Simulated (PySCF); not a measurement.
Compound: ethyl methoxyacetate, C5H10O3.
Numbering: `[CH3:1][CH2:2][O:3][C:4](=[O:5])[CH2:6][O:7][CH3:8]` (hydrogens: H9, H10, H11 on C1; H12, H13 on C2; H14, H15 on C6; H16, H17, H18 on C8)

Computed by this run: PBE0-D3(BJ)/def2-SVP geometry optimisation, gas phase in PySCF; density fitting, grid level 2; the optimiser is geomeTRIC in internal coordinates, started from a GFN2-xTB structure.

The end geometry, which sets the zero of energy:
```
atom  x, y, z in Å
C1      3.2520   -0.0213    0.6401
C2      1.9971   -0.6824    0.1333
O3      0.8816    0.1036    0.5521
C4     -0.3276   -0.3456    0.2024
O5     -0.5182   -1.3468   -0.4329
C6     -1.4026    0.5893    0.7282
O7     -2.6895    0.1910    0.4301
C8     -3.0542    0.3521   -0.9132
H9      4.1343   -0.6019    0.3335
H10     3.3507    0.9971    0.2361
H11     3.2458    0.0442    1.7380
H12     1.9856   -0.7603   -0.9661
H13     1.8810   -1.7060    0.5245
H14    -1.1695    1.6111    0.3604
H15    -1.2974    0.6228    1.8248
H16    -2.9549    1.4084   -1.2340
H17    -4.1100    0.0612   -1.0015
H18    -2.4545   -0.2846   -1.5845
```

Problem. These geometries come from the run, each turned onto the end geometry. Order them by energy, lowest first.
A.
```
atom  x, y, z in Å
C1      3.2453   -0.0003    0.6079
C2      1.9886   -0.6922    0.1500
O3      0.8710    0.1009    0.5517
C4     -0.3378   -0.3711    0.2342
O5     -0.5372   -1.3935   -0.3636
C6     -1.4176    0.5656    0.7506
O7     -2.6960    0.1769    0.4101
C8     -3.0246    0.3761   -0.9348
H9      4.1281   -0.5559    0.2587
H10     3.3002    1.0205    0.2016
H11     3.2895    0.0627    1.7050
H12     1.9627   -0.8172   -0.9447
H13     1.8866   -1.6995    0.5844
H14    -1.1677    1.5914    0.4073
H15    -1.3453    0.5796    1.8506
H16    -2.8975    1.4372   -1.2287
H17    -4.0820    0.1059   -1.0632
H18    -2.4165   -0.2549   -1.6056
```
B.
```
atom  x, y, z in Å
C1      3.2463   -0.0034    0.5937
C2      1.9800   -0.6867    0.1570
O3      0.8701    0.1005    0.5885
C4     -0.3409   -0.3753    0.2826
O5     -0.5303   -1.4067   -0.3033
C6     -1.4314    0.5665    0.7662
O7     -2.6968    0.1696    0.3910
C8     -3.0025    0.3763   -0.9567
H9      4.1167   -0.5543    0.2033
H10     3.2884    1.0252    0.2030
H11     3.3291    0.0403    1.6899
H12     1.9250   -0.7935   -0.9399
H13     1.8863   -1.7026    0.5767
H14    -1.1741    1.5905    0.4149
H15    -1.3731    0.5919    1.8671
H16    -2.8902    1.4422   -1.2451
H17    -4.0603    0.0976   -1.0829
H18    -2.3925   -0.2461   -1.6345
```
C.
```
atom  x, y, z in Å
C1      3.2714   -0.0244    0.6449
C2      2.0049   -0.6929    0.1462
O3      0.8831    0.0858    0.5796
C4     -0.3197   -0.3321    0.1789
O5     -0.4999   -1.2957   -0.5144
C6     -1.3963    0.6002    0.7277
O7     -2.7071    0.2128    0.4396
C8     -3.0718    0.3503   -0.9174
H9      4.1349   -0.6092    0.3421
H10     3.3552    0.9764    0.2301
H11     3.2525    0.0484    1.7289
H12     1.9873   -0.7561   -0.9476
H13     1.9024   -1.7070    0.5478
H14    -1.1819    1.6144    0.3526
H15    -1.3089    0.6110    1.8178
H16    -2.9657    1.3922   -1.2465
H17    -4.1170    0.0547   -0.9761
H18    -2.4734   -0.2968   -1.5628
```

Solution. A (0.003 eV), B (0.010 eV), C (0.038 eV).

In the order of the answer:

```tsv
step	E above end (eV)	largest force (eV/Å)	rms force component (eV/Å)	rms distance from end (Å)	rms bond change (Å)	bond most changed (Å)
2	0.003	0.13	0.032	0.057	0.001	O7–C8 -0.003
1	0.010	0.24	0.064	0.082	0.002	O7–C8 -0.004
0	0.038	0.88	0.273	0.032	0.010	C6–O7 +0.017
```

What follows is the cost of the whole optimisation. Hardware: an Arm Neoverse V1 with one thread, shared host with 32 logical CPUs at a one-minute load of 47. Cost: 2.1 min wall, 0.75 GiB resident at most.
